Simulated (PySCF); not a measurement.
## `InChI=1S/C2H6O3Si/c3-1-4-2-5-6/h1H,2H2,6H3`

Molfile (atoms numbered from 1):
```
C2H6O3Si
     RDKit          3D

 12 11  0  0  0  0  0  0  0  0999 V2000
   -2.0638    0.2445    1.2889 O   0  0  0  0  0  0  0  0  0  0  0  0
   -1.7540    0.7459    0.2543 C   0  0  0  0  0  0  0  0  0  0  0  0
   -1.0041    0.2069   -0.7043 O   0  0  0  0  0  0  0  0  0  0  0  0
   -0.4310   -1.0669   -0.4448 C   0  0  0  0  0  0  0  0  0  0  0  0
    0.8118   -0.9741    0.1117 O   0  0  0  0  0  0  0  0  0  0  0  0
    1.7889    0.3356    0.1619 Si  0  0  0  0  0  4  0  0  0  0  0  0
   -2.0653    1.7507   -0.0767 H   0  0  0  0  0  0  0  0  0  0  0  0
   -0.3717   -1.5651   -1.4217 H   0  0  0  0  0  0  0  0  0  0  0  0
   -1.0877   -1.6294    0.2339 H   0  0  0  0  0  0  0  0  0  0  0  0
    2.9291   -0.3069    0.7901 H   0  0  0  0  0  0  0  0  0  0  0  0
    1.2016    1.4101    0.9658 H   0  0  0  0  0  0  0  0  0  0  0  0
    2.0472    0.8479   -1.1850 H   0  0  0  0  0  0  0  0  0  0  0  0
  1  2  2  0
  2  3  1  0
  3  4  1  0
  4  5  1  0
  5  6  1  0
  2  7  1  0
  4  8  1  0
  4  9  1  0
  6 10  1  0
  6 11  1  0
  6 12  1  0
M  END
```

Computed, not measured: GIAO PW91/6-31G* magnetisability, rotational g tensor and spin-rotation constants, non-relativistic, gas phase (PySCF). Geometry: GFN2-xTB.

(1) Give the nuclear spin-rotation constants along the inertial axes (H = +C I·J) beside the isotropic shieldings.

Results:

(1) Rotational constants 5.6490, 1.8082, 1.6674 GHz. A star marks the isotopologue with that one atom substituted, in its own axes.
| atom | isotope | Caa (kHz) | Cbb (kHz) | Ccc (kHz) | mean (kHz) | σ (ppm) |
| --- | --- | --- | --- | --- | --- | --- |
| H7 | 1H | -0.350 | -0.049 | -0.008 | -0.135 | 24.1 |
| H8 | 1H | -0.550 | 0.046 | -0.116 | -0.207 | 27.2 |
| H9 | 1H | -0.222 | -0.143 | 0.009 | -0.119 | 25.7 |
| H10 | 1H | -0.032 | -0.175 | -0.054 | -0.087 | 27.2 |
| H11 | 1H | -0.257 | 0.017 | -0.162 | -0.134 | 27.2 |
| H12 | 1H | -0.444 | -0.162 | 0.064 | -0.181 | 27.0 |
| O1 | 17O* | -1.629 | -0.548 | -0.827 | -1.002 | -49.6 |
| C2 | 13C* | 1.882 | 0.656 | 0.453 | 0.997 | 47.1 |
| O3 | 17O* | -0.913 | -0.347 | -0.584 | -0.615 | 109.4 |
| C4 | 13C* | 1.196 | 0.405 | 0.397 | 0.666 | 112.2 |
| O5 | 17O* | -0.568 | -0.158 | -0.128 | -0.284 | 288.6 |
| Si6 | 29Si* | -3.012 | -0.957 | -0.958 | -1.642 | 419.0 |

For the geometry as given, no vibrational averaging.
